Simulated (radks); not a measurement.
These are the eigenvalues of the occupied orbitals of an atom or ion with whole-number occupations (eV). All-electron calculation, Dirac Kohn-Sham, relativistic LDA (MacDonald-Vosko exchange, VWN5 correlation), spin-unpolarised, spherical densities, finite nucleus; Fermi nuclear charge, rms radius of each element as measured or else 0.836 A^(1/3) + 0.57 fm. Program: a radial shooting solver on a logarithmic mesh with Libxc functionals.

1s1/2: -50073.30
2s1/2: -8569.304
2p1/2: -8164.243
2p3/2: -7476.232
3s1/2: -2175.797
3p1/2: -1998.528
3p3/2: -1857.087
3d3/2: -1548.159
3d5/2: -1517.200
4s1/2: -703.3130
4p1/2: -633.0749
4p3/2: -599.1316
4d3/2: -481.6794
4d5/2: -475.1294
4f5/2: -332.3068

Which element is it, and in what charge state? The configuration may be excited. Open shells, if any, fill j = l - 1/2 first.

Answer. Z = 64, gadolinium, charge +16: Gd16+ in [Kr] 4d10 4f2. The list shows which subshells hold electrons but not how many an open one holds; the 1s level, -1840.2 hartree, gives Z - s = 60.7 by -(Z - s)^2/2, which with screening and relativity narrows Z to a few neighbours, and the depths of the outer levels then fix element, charge and occupations together.
